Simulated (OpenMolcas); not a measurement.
# 4d ions of charge +3 along the row

| Quantity | Value |
| --- | --- |
| Program | OpenMolcas 26.06 |
| Method | MS-CASPT2, IPEA 0.25 Eh, imaginary shift 0.1 Eh |
| Basis | ANO-RCC-VTZP |
| Scalar Hamiltonian | DKH2, point nucleus |
| Spin-orbit coupling | state interaction with AMFI integrals over the reference wave functions, term energies averaged over their components |

Active space: the 4d shell; CASPT2 also correlates the outermost closed s and p core shells.

B and C come from two terms' centres of gravity (d2, d8: 3P = 15B, 1G = 12B + 2C; d3, d7: 4P = 15B, 2G = 4B + 3C; d4, d6: 3G = 9B + 4C, 3H = 4B + 4C; d5: 4D = 17B + 5C, 4G = 10B + 5C, above the ground term), where all their levels are at least 80 % pure. ζ = ±2S·A comes from the whole width of the ground multiplet by E(J) = (A/2) J(J+1), where its levels are at least 85 % pure. Energies in cm-1.

```
 Ion  Configuration  Lowest level  Weight (%)    B  B measured     C  C measured     ζ  ζ measured
Mo3+            4d3        4F 3/2          99  645         619  2707        2606   802         818
Tc3+            4d4           5D0          98                                     1037            
Ru3+            4d5        6S 5/2          99                                                     
Rh3+            4d6           5D4          98                                     1321            
Pd3+            4d7        4F 9/2          97                                     1586
```

Measured columns use the levels in Sugar and Musgrove, J. Phys. Chem. Ref. Data 17, 155 (1988) (Mo3+).

The computed ζ goes from 802 (Mo3+) to 1586 cm-1 (Pd3+), a factor of 1.98, rising at every step.

CASPT2 does not keep the components of a term degenerate, so their means are used; among the low terms the widest spread is 1500 cm-1 (4d6 1I, Rh3+). The CASPT2 spread within a term exceeds the gap to the next term for 4d3 2H and 4d3 2D(1), so the order of their levels is uncertain (figures for Mo3+; the like holds for Tc3+, Ru3+, Rh3+). Blocks of more than 70 roots (2S+1 = 2 even) ran without multistate coupling (holds for Ru3+). Measured partners are found by configuration, term and J. A level has none where our copy of the source lacks it or the pairing is in doubt (some pairs that miss far off the trend of their configuration count as doubtful), and it then counts in no deviation. Only configurations of the active space appear.

A number in round brackets counts repeated terms of one configuration in the order of the reference energies.
